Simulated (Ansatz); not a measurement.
(BeS)6 ring (Be₆S₆). Total charge 0; triplet. Geometry B3LYP-D4/def2-SVP, that of the neutral singlet; atoms count from 1.

Cartesian coordinates in Å:
```
Be -2.7177 0.0263 -0.3528
S -2.9400 0.5028 1.4715
Be -1.5427 1.7859 1.3940
S -0.1322 3.0538 1.3070
Be 1.1767 1.7513 1.7474
S 2.4792 0.4346 2.1639
Be 2.7159 -0.0178 0.3357
S 2.9190 -0.4762 -1.4949
Be 1.5414 -1.7779 -1.3948
S 0.1445 -3.0573 -1.2747
Be -1.1726 -1.7686 -1.7300
S -2.4715 -0.4569 -2.1721
```

At PBE0-D4/def2-TZVP a singlet of charge 0 lies 5.12 eV below the triplet at the same geometry.

(1) Estimate the Mulliken populations from the PBE0/def2-TZVP orbitals of Ansatz.

(2) Where does the spin sit?

(3) And the Mayer bond orders between heavy atoms (over 0.3)?

Answers

(1) 
| atom | charge (e) | spin (α − β) |
| --- | --- | --- |
| Be1 | -0.03 | 0.45 |
| S2 | 0.16 | 0.87 |
| Be3 | -0.04 | 0.46 |
| S4 | -0.10 | 0.09 |
| Be5 | 0.14 | 0.01 |
| S6 | -0.14 | 0.00 |
| Be7 | 0.13 | 0.00 |
| S8 | -0.13 | 0.00 |
| Be9 | 0.13 | 0.00 |
| S10 | -0.14 | 0.00 |
| Be11 | 0.14 | 0.01 |
| S12 | -0.11 | 0.08 |
Mulliken values depend strongly on the basis.

(2) Summed by element: Be 0.94, S 1.06, of 2 unpaired in all. Largest on single atoms: S2 0.87, Be3 0.46, Be1 0.45.

(3) Be1–S2 0.99 (1.90 Å); Be1–Be3 0.43 (2.74 Å); Be1–S12 1.16 (1.90 Å); S2–Be3 0.99 (1.90 Å); Be3–S4 1.15 (1.90 Å); S4–Be5 1.25 (1.90 Å); Be5–S6 1.24 (1.90 Å); S6–Be7 1.23 (1.90 Å); Be7–S8 1.24 (1.90 Å); S8–Be9 1.24 (1.90 Å); Be9–S10 1.23 (1.90 Å); S10–Be11 1.23 (1.90 Å); Be11–S12 1.26 (1.90 Å).
